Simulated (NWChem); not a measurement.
Everything below was run with NWChem. System: H5NSi, charge 0, spin multiplicity 1, at a geometry optimised with PBE/def2-SVP. The structure started from a generated list of species. Level: CCSD(T)/pcseg-1, 6 core orbitals frozen.

Input file:

```
start mol
memory heap 100 mb stack 700 mb global 1900 mb
geometry units angstroms nocenter noautoz
  Si     0.578577     0.047515     0.000000
  N     -1.157571    -0.164674     0.000000
  H      1.119387    -0.621800    -1.233844
  H      1.119387    -0.621800     1.233844
  H      1.106300     1.468394     0.000000
  H     -1.671076     0.131357    -0.835172
  H     -1.671076     0.131357     0.835172
  symmetry group Cs
end
basis spherical
  * library pcseg-1
end
scf
  rhf
  nopen 0
  maxiter 100
  thresh 1e-7
  semidirect memsize 60000000 filesize 0
end
tce
  freeze core 6
  ccsd(t)
  2eorb
  2emet 13
  thresh 1e-6
  maxiter 100
  tilesize 24
end
task tce energy
```

Output (cleaned and shortened):

```
             Northwest Computational Chemistry Package (NWChem) 7.3.0
             --------------------------------------------------------

                                NWChem Input Module
                                -------------------

 Scaling coordinates for geometry "geometry" by  1.889725989
 (inverse scale =  0.529177249)

 Turning off AUTOSYM since
 SYMMETRY directive was detected!

                             Geometry "geometry" -> ""
                             -------------------------

 Output coordinates in angstroms (scale by  1.889725989 to convert to a.u.)

  No.       Tag          Charge          X              Y              Z
 ---- ---------------- ---------- -------------- -------------- --------------
    1 Si                  14.0000     0.57857700     0.04751500     0.00000000
    2 N                    7.0000    -1.15757100    -0.16467400     0.00000000
    3 H                    1.0000     1.11938700    -0.62180000    -1.23384400
    4 H                    1.0000     1.11938700    -0.62180000     1.23384400
    5 H                    1.0000     1.10630000     1.46839400     0.00000000
    6 H                    1.0000    -1.67107600     0.13135700    -0.83517200
    7 H                    1.0000    -1.67107600     0.13135700     0.83517200

 Effective nuclear repulsion energy (a.u.)      63.8955130688

            Nuclear Dipole moment (a.u.)
            ----------------------------
        X                 Y               Z
 ---------------- ---------------- ----------------
     0.0000056692     0.0000000000     0.0000000000

      Symmetry information
      --------------------

 Group name             Cs
 Group number              2
 Group order               2
 No. of unique centers     5

      Symmetry unique atoms

     1    2    3    5    6


 Summary of "ao basis" -> "" (spherical)
 ------------------------------------------------------------------------------
       Tag                 Description            Shells   Functions and Types
 ---------------- ------------------------------  ------  ---------------------
 *                          pcseg-1                   on all atoms

 Summary of "ao basis" -> "ao basis" (spherical)
 ------------------------------------------------------------------------------
       Tag                 Description            Shells   Functions and Types
 ---------------- ------------------------------  ------  ---------------------
 Si                         pcseg-1                  8       18   4s3p1d
 N                          pcseg-1                  6       14   3s2p1d
 H                          pcseg-1                  3        5   2s1p

                                 NWChem SCF Module
                                 -----------------

  ao basis        = "ao basis"
  functions       =    57
  atoms           =     7
  closed shells   =    13
  open shells     =     0
  charge          =   0.00
  wavefunction    = RHF
  use symmetry    = T
  symmetry adapt  = T

 Summary of "ao basis" -> "ao basis" (spherical)
 ------------------------------------------------------------------------------
       Tag                 Description            Shells   Functions and Types
 ---------------- ------------------------------  ------  ---------------------
 Si                         pcseg-1                  8       18   4s3p1d
 N                          pcseg-1                  6       14   3s2p1d
 H                          pcseg-1                  3        5   2s1p

      Symmetry analysis of basis
      --------------------------

        a'         37
        a"         20

 Forming initial guess at       0.0s

      Superposition of Atomic Density Guess
      -------------------------------------

 Sum of atomic energies:        -345.58136464

      Non-variational initial energy
      ------------------------------

 Total energy =    -346.341342
 1-e energy   =    -603.009779
 2-e energy   =     192.772924
 HOMO         =      -0.342411
 LUMO         =       0.024667

      Symmetry analysis of molecular orbitals - initial
      -------------------------------------------------

  Numbering of irreducible representations:

     1 a'          2 a"

  Orbital symmetries:

     1 a'          2 a'          3 a'          4 a'          5 a"
     6 a'          7 a'          8 a'          9 a"         10 a'
    11 a'         12 a"         13 a'         14 a'         15 a"
    16 a'         17 a'         18 a'         19 a"         20 a'
    21 a"         22 a'         23 a'

 Starting SCF solution at       0.2s

 ----------------------------------------------
         Quadratically convergent ROHF

 Convergence threshold     :          1.000E-07
 Maximum no. of iterations :          100
 Final Fock-matrix accuracy:          1.000E-09
 ----------------------------------------------

              iter       energy          gnorm     gmax       time
             ----- ------------------- --------- --------- --------
                 1     -346.2288746246  7.34D-01  2.38D-01      0.2
                 2     -346.2633802917  2.29D-01  5.69D-02      0.2
                 3     -346.2687899803  9.54D-03  2.22D-03      0.2
                 4     -346.2688029448  6.81D-05  2.67D-05      0.2
                 5     -346.2688029458  3.40D-09  8.24D-10      0.3

       Final RHF  results
       ------------------

         Total SCF energy =   -346.268802945772
      One-electron energy =   -605.174344191544
      Two-electron energy =    195.010028176954
 Nuclear repulsion energy =     63.895513068817

        Time for solution =      0.1s
[...]
    16 a'         17 a'         18 a'         19 a"         20 a'
    21 a"         22 a'         23 a'

             Final eigenvalues
             -----------------

              1
    1  -68.7656
    2  -15.5323
    3   -6.1297
    4   -4.2457
    5   -4.2453
    6   -4.2448
    7   -1.1324
    8   -0.7160
    9   -0.6509
   10   -0.5515
   11   -0.4878
   12   -0.4720
   13   -0.4032
   14    0.1194
   15    0.1578
   16    0.1810
   17    0.1996
   18    0.2226
   19    0.2281
   20    0.3167
   21    0.3215
   22    0.4046
   23    0.4808

                       ROHF Final Molecular Orbital Analysis
                       -------------------------------------

 Vector   11  Occ=2.000000D+00  E=-4.878242D-01  Symmetry=a'
              MO Center=  3.8D-01,  1.3D-01,  4.1D-15, r^2= 2.8D+00
   Bfn.  Coefficient  Atom+Function         Bfn.  Coefficient  Atom+Function
  ----- ------------  ---------------      ----- ------------  ---------------
     9      0.366072  1 Si py                43      0.263601  5 H  s
    23      0.242941  2 N  py                26      0.196866  2 N  py
    33     -0.194168  3 H  s                 38     -0.194168  4 H  s
    44      0.179179  5 H  s

 Vector   12  Occ=2.000000D+00  E=-4.720198D-01  Symmetry=a"
              MO Center=  9.0D-01, -4.2D-01, -7.1D-15, r^2= 2.3D+00
   Bfn.  Coefficient  Atom+Function         Bfn.  Coefficient  Atom+Function
  ----- ------------  ---------------      ----- ------------  ---------------
    10      0.418020  1 Si pz                33     -0.326799  3 H  s
    38      0.326799  4 H  s                 34     -0.236550  3 H  s
    39      0.236550  4 H  s                  7     -0.162973  1 Si pz

 Vector   13  Occ=2.000000D+00  E=-4.032218D-01  Symmetry=a'
              MO Center= -5.2D-01,  5.9D-02, -1.2D-16, r^2= 2.5D+00
   Bfn.  Coefficient  Atom+Function         Bfn.  Coefficient  Atom+Function
  ----- ------------  ---------------      ----- ------------  ---------------
    23      0.484620  2 N  py                26      0.452953  2 N  py
    44     -0.265821  5 H  s                 43     -0.242749  5 H  s
     9     -0.160246  1 Si py

 Vector   14  Occ=0.000000D+00  E= 1.194287D-01  Symmetry=a'
              MO Center=  3.1D-01,  2.3D-01, -3.8D-14, r^2= 6.2D+00
   Bfn.  Coefficient  Atom+Function         Bfn.  Coefficient  Atom+Function
  ----- ------------  ---------------      ----- ------------  ---------------
    11      1.208631  1 Si px                21      0.816068  2 N  s
    34     -0.543971  3 H  s                 39     -0.543971  4 H  s
     4      0.505121  1 Si s                 12     -0.285467  1 Si py
    44     -0.186229  5 H  s                 49     -0.166624  6 H  s
    54     -0.166624  7 H  s                  8      0.150588  1 Si px

 Vector   15  Occ=0.000000D+00  E= 1.578061D-01  Symmetry=a"
              MO Center=  3.4D-01,  7.2D-01,  1.1D-14, r^2= 6.0D+00
   Bfn.  Coefficient  Atom+Function         Bfn.  Coefficient  Atom+Function
  ----- ------------  ---------------      ----- ------------  ---------------
    13      2.011125  1 Si pz                34      1.270146  3 H  s
    39     -1.270146  4 H  s                 27     -0.282977  2 N  pz

 Vector   16  Occ=0.000000D+00  E= 1.809528D-01  Symmetry=a'
              MO Center=  4.6D-01, -6.8D-01,  1.5D-15, r^2= 6.1D+00
   Bfn.  Coefficient  Atom+Function         Bfn.  Coefficient  Atom+Function
  ----- ------------  ---------------      ----- ------------  ---------------
    12      1.888065  1 Si py                44     -1.472386  5 H  s
    11      0.518434  1 Si px                34      0.510602  3 H  s
    39      0.510602  4 H  s                 26     -0.376528  2 N  py
    49      0.219363  6 H  s                 54      0.219363  7 H  s
    25      0.155903  2 N  px

 center of mass
 --------------
 x =  -0.00079556 y =  -0.01950429 z =   0.00000000

 moments of inertia (a.u.)
 ------------------
          28.209779951671         -11.534487208277           0.000000000000
         -11.534487208277         149.953812758909           0.000000000000
           0.000000000000           0.000000000000         146.206082865580

  Mulliken analysis of the total density
  --------------------------------------

    Atom       Charge   Shell Charges
 -----------   ------   -------------------------------------------------------
    1 Si  14    13.11   2.00  2.00  0.85  0.19  6.00  1.84 -0.00  0.23
    2 N    7     7.71   2.00  0.79  0.71  2.45  1.75  0.01
    3 H    1     1.19   0.77  0.42  0.01
    4 H    1     1.19   0.77  0.42  0.01
    5 H    1     1.21   0.77  0.43  0.01
    6 H    1     0.79   0.71  0.05  0.04
    7 H    1     0.79   0.71  0.05  0.04

       Multipole analysis of the density wrt the origin
       ------------------------------------------------

     L   x y z        total         open         nuclear
     -   - - -        -----         ----         -------
     0   0 0 0     -0.000000      0.000000     26.000000

     1   1 0 0     -0.372762      0.000000      0.000006
     1   0 1 0      0.420997      0.000000      0.000000
     1   0 0 1      0.000000      0.000000      0.000000

     2   2 0 0    -15.433581      0.000000     83.495974
     2   1 1 0     -1.633021      0.000000      5.401691
     2   1 0 1      0.000000      0.000000      0.000000
     2   0 2 0    -18.363487      0.000000     11.375236
     2   0 1 1     -0.000000      0.000000      0.000000
     2   0 0 2    -15.674765      0.000000     15.854692

                   NWChem Extensible Many-Electron Theory Module
                   ---------------------------------------------


            General Information
            -------------------
      Number of processors :     1
         Wavefunction type : Restricted Hartree-Fock
          No. of electrons :    26
           Alpha electrons :    13
            Beta electrons :    13
           No. of orbitals :   114
            Alpha orbitals :    57
             Beta orbitals :    57
        Alpha frozen cores :     6
         Beta frozen cores :     6
     Alpha frozen virtuals :     0
      Beta frozen virtuals :     0
         Spin multiplicity : singlet
    Number of AO functions :    57
       Number of AO shells :    29
        Use of symmetry is : on
      Symmetry adaption is : on
         Schwarz screening : 0.10D-09

          Correlation Information
          -----------------------
          Calculation type : Coupled-cluster singles & doubles w/ perturbation
   Perturbative correction : (T)
            Max iterations :      100
        Residual threshold : 0.10D-05
     T(0) DIIS level shift : 0.00D+00
     L(0) DIIS level shift : 0.00D+00
     T(1) DIIS level shift : 0.00D+00
     L(1) DIIS level shift : 0.00D+00
     T(R) DIIS level shift : 0.00D+00
     T(I) DIIS level shift : 0.00D+00
   CC-T/L Amplitude update :  5-th order DIIS
                I/O scheme : Global Array Library
        L-threshold :  0.10D-05
        EOM-threshold :  0.10D-05
 no EOMCCSD initial starts read in
 TCE RESTART OPTIONS
 SLICE:      F
 D4D5:       F
 quantumc:   F
 qrotation:  F
 pwtce:      F
 qducc:      F
 nacto:                         0
 nrotv:                         0
 nrot:                          0

            Memory Information
            ------------------
          Available GA space size is     249033551 doubles
          Available MA space size is     104852268 doubles

 Maximum block size supplied by input
 Maximum block size        24 doubles

 tile_dim =     17

 -------------------------------------------------
   1    alpha     a'     5 doubles       0       1
   2    alpha     a"     2 doubles       5       2
   3    beta      a'     5 doubles       7       1
   4    beta      a"     2 doubles      12       2
   5    alpha     a'    13 doubles      14       5
   6    alpha     a'    14 doubles      27       6
   7    alpha     a"    17 doubles      41       7
   8    beta      a'    13 doubles      58       5
   9    beta      a'    14 doubles      71       6
  10    beta      a"    17 doubles      85       7

 Global array virtual files algorithm will be used

 Parallel file system coherency ......... OK

 4-electron integrals stored in orbital form

 v2    file size   =           873817
 4-index algorithm nr.  13 is used
 imaxsize =       30
 imaxsize ichop =        0


CCSD iterations
 ---------------------------------------------------------
 Iter          Residuum       Correlation     Cpu    Wall
 ---------------------------------------------------------
    1   0.1413901318977  -0.2767120459636     0.1     0.1
    2   0.0407859127277  -0.2985633053702     0.1     0.1
    3   0.0145787957461  -0.3051981042817     0.1     0.1
    4   0.0058488798151  -0.3069817377498     0.1     0.1
    5   0.0024883960512  -0.3076336898270     0.1     0.1
    6   0.0004208662083  -0.3080037655451     0.1     0.1
    7   0.0001772771035  -0.3080355469199     0.1     0.1
    8   0.0000782869674  -0.3080365443183     0.1     0.1
    9   0.0000426867629  -0.3080372940796     0.1     0.1
   10   0.0000218922957  -0.3080381008943     0.1     0.1
   11   0.0000047740817  -0.3080387716639     0.1     0.1
   12   0.0000022578069  -0.3080390122904     0.1     0.1
   13   0.0000013705978  -0.3080390717416     0.1     0.1
   14   0.0000008477018  -0.3080390809700     0.1     0.1
 -----------------------------------------------------------------
 Iterations converged
 CCSD correlation energy / hartree =        -0.308039080970002
 CCSD total energy / hartree       =      -346.576842026742042

 Singles contributions

 Doubles contributions
 CCSD(T)
 Using plain CCSD(T) code
             total no. of tasks           74
 total no. of tasks / no. procs           74
                         wl_min        22984           5.3
                         wl_max       505750           8.9
        thresh for no. of tasks           74

 CCSD[T]  correction energy / hartree =        -0.006678677437489
 CCSD[T] correlation energy / hartree =        -0.314717758407490
 CCSD[T] total energy / hartree       =      -346.583520704179534
 CCSD(T)  correction energy / hartree =        -0.006469161970247
 CCSD(T) correlation energy / hartree =        -0.314508242940248
 CCSD(T) total energy / hartree       =      -346.583311188712287

 Task  times  cpu:        3.2s     wall:        3.2s

 Total times  cpu:        3.2s     wall:        3.2s
```
